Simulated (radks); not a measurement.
Spherical jellium clusters: N electrons in a uniform positive sphere of charge N and radius rs N^(1/3), rs = 2.11 bohr. Calculated with a radial shooting solver with Libxc functionals: non-relativistic Kohn-Sham, LDA (Slater exchange, Perdew-Wang correlation), spin-polarised, spherical densities. Levels are named by radial order and angular momentum (1s, 1p, 1d, 2s, ...), and open shells are averaged over m.

N = 3, configuration 1s2 1p(up 1, down 0). This is the lowest configuration that the search found. Occupied and some empty levels:

level,occupation,eigenvalue (eV),<r> (bohr)
1s up,1,-7.3589,2.584
1s down,1,-6.8777,2.560
1p up,1,-2.4117,4.163
1p down,0,-1.8961,4.319
2s up,0,-0.67068,7.991
2s down,0,-0.49062,8.725

Energy (eV): total -0.167038, kinetic 12.476, external -82.427, Hartree 36.279, exchange-correlation -14.782, background 48.286.

Electron density:

r (bohr),n(r) (e/bohr^3)
0.139,0.03242
0.664,0.03044
1.19,0.02619
1.71,0.02047
2.24,0.01441
2.76,0.009144
3.29,0.005343
3.81,0.002999
4.34,0.001665
4.86,0.0009273
5.39,0.0005208
5.91,0.0002954
6.44,0.0001691
6.96,0.00009757
